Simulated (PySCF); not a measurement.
MgHBr, SMILES [MgH][Br].

Geometry optimised at B3LYP-D3(BJ)/def2-TZVP.

The numbers are results of PySCF with TDA-LC-ωPBE/def2-TZVPD, not measurements.

Vertical excitations; the highest root listed may be one member of a degenerate set. Gas-phase values at a fixed geometry. State labels are in the subgroup C2v.

Q: Give excitation energies, oscillator strengths and character. (Estimate from the structure and the level; the computed values follow.)

A: 
```json
[
 {"state": "S1", "symmetry": "B2", "energy (eV)": "6.54", "λ (nm)": "190", "f": "0.021", "main pairs": "HOMO→LUMO (degenerate set)"},
 {"state": "S2", "symmetry": "B1", "energy (eV)": "6.54", "λ (nm)": "190", "f": "0.021", "main pairs": "HOMO−1→LUMO (degenerate set)"},
 {"state": "S3", "symmetry": "B2", "energy (eV)": "6.88", "λ (nm)": "180", "f": "0.219", "main pairs": "HOMO−2→LUMO+2, HOMO→LUMO (degenerate set)"},
 {"state": "S4", "symmetry": "B1", "energy (eV)": "6.88", "λ (nm)": "180", "f": "0.219", "main pairs": "HOMO−2→LUMO+1, HOMO−1→LUMO (degenerate set)"},
 {"state": "S5", "symmetry": "A1", "energy (eV)": "7.21", "λ (nm)": "172", "f": "0.343", "main pairs": "HOMO−2→LUMO 69 %"},
 {"state": "S6", "symmetry": "A1", "energy (eV)": "7.24", "λ (nm)": "171", "f": "0.000", "main pairs": "HOMO−1→LUMO+1, HOMO→LUMO+2, HOMO−1→LUMO+7, HOMO→LUMO+8 (degenerate set)"},
 {"state": "S7", "symmetry": "A2", "energy (eV)": "7.24", "λ (nm)": "171", "f": "0.000", "main pairs": "HOMO−1→LUMO+2, HOMO→LUMO+1, HOMO−1→LUMO+8, HOMO→LUMO+7 (degenerate set)"},
 {"state": "S8", "symmetry": "A2", "energy (eV)": "7.26", "λ (nm)": "171", "f": "0.000", "main pairs": "HOMO→LUMO+1 39 %, HOMO−1→LUMO+2 39 %, HOMO→LUMO+7 7 %, HOMO−1→LUMO+8 7 %"},
 {"state": "S9", "symmetry": "A1", "energy (eV)": "7.83", "λ (nm)": "158", "f": "0.512", "main pairs": "HOMO−1→LUMO+1 28 %, HOMO→LUMO+2 28 %, HOMO−2→LUMO 16 %, HOMO−3→LUMO 10 %"},
 {"state": "S10", "symmetry": "A1", "energy (eV)": "8.36", "λ (nm)": "148", "f": "0.078", "main pairs": "HOMO−3→LUMO 76 %"},
 {"state": "T1", "symmetry": "A1", "energy (eV)": "5.48", "λ (nm)": "226", "f": "0", "main pairs": "HOMO−2→LUMO 70 %"},
 {"state": "T2", "symmetry": "B1", "energy (eV)": "5.96", "λ (nm)": "208", "f": "0", "main pairs": "HOMO−2→LUMO+1 (degenerate set)"},
 {"state": "T3", "symmetry": "B2", "energy (eV)": "5.96", "λ (nm)": "208", "f": "0", "main pairs": "HOMO−2→LUMO+2 (degenerate set)"},
 {"state": "T4", "symmetry": "B1", "energy (eV)": "6.24", "λ (nm)": "199", "f": "0", "main pairs": "HOMO−1→LUMO 88 %"}
]
```
Triplets are in the Tamm–Dancoff approximation.
